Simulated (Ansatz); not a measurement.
`[CH3][Mo](=[O])([OH])=[S]` + H₂O → `[O]=[Mo]([OH])([OH])=[S]` + CH₄ at 700 K and 1 bar (formal hydrolysis of a Mo–C bond).

Gas-phase electronic energies from Ansatz, PBE0-D4/def2-TZVP geometries. CBS: MP2 limit from def2 TZ/QZ plus the TZ coupled-cluster correction, frozen cores. This one scheme is used for every species. def2 core potentials past Kr. For Mo outer-core shells are correlated without core-valence functions, which leaves a few kJ/mol of doubt a bond. Each species was taken in one conformer, which may not be the lowest.

| species | CCSD(T)/CBS energy (Eh) | H − E (kJ/mol) | S (J/(mol·K)) |
| --- | --- | --- | --- |
| `[CH3][Mo](=[O])([OH])=[S]` | -656.83361 | 219.2 | 472.3 |
| H₂O | -76.37941 | 80.5 | 218.4 |
| `[O]=[Mo]([OH])([OH])=[S]` | -692.78313 | 152.9 | 452.8 |
| CH₄ | -40.46206 | 145.9 | 224.0 |

H − E and S are ideal-gas, rigid-rotor, harmonic terms from PBE0-D4/def2-TZVP, for one conformer and one mirror image of each species. 1 Eh = 2625.50 kJ/mol, R = 8.31446 J/(mol·K).

Task: By hand: ΔE, ΔH, ΔS and ΔG.

Result: ΔE = (-692.78313) + (-40.46206) − (-656.83361) − (-76.37941) = -0.03217 Eh = -84.5 kJ/mol. Δ(H − E) = 152.9 + 145.9 − 219.2 − 80.5 = -0.9, so ΔH = -85.4 kJ/mol. ΔS = 452.8 + 224.0 − 472.3 − 218.4 = -13.9 J/(mol·K). ΔG = -85.4 − 700 × (-13.9)/1000 = -75.7 kJ/mol.

Task: By hand: the equilibrium constant, and the temperature at which ΔG would vanish if ΔH and ΔS stayed fixed.

Result: log₁₀ K = −ΔG/(RT ln 10) = 5.6. ΔG = 0 at ΔH/ΔS = 6144 K, far beyond where these terms or the molecules hold.

The number of gas molecules stays the same, so ΔS is small and ΔH decides. A doubt of 5 kJ/mol in ΔE shifts log₁₀ K by 0.4 here. Other conformers and mirror images would add mixing entropy, several J/(mol·K) or more a flexible species. These are equilibria of isolated gas molecules and say nothing of rates. Largest T1 diagnostic: 0.025 (customary marks: 0.02 for closed shells, 0.045 for open ones).
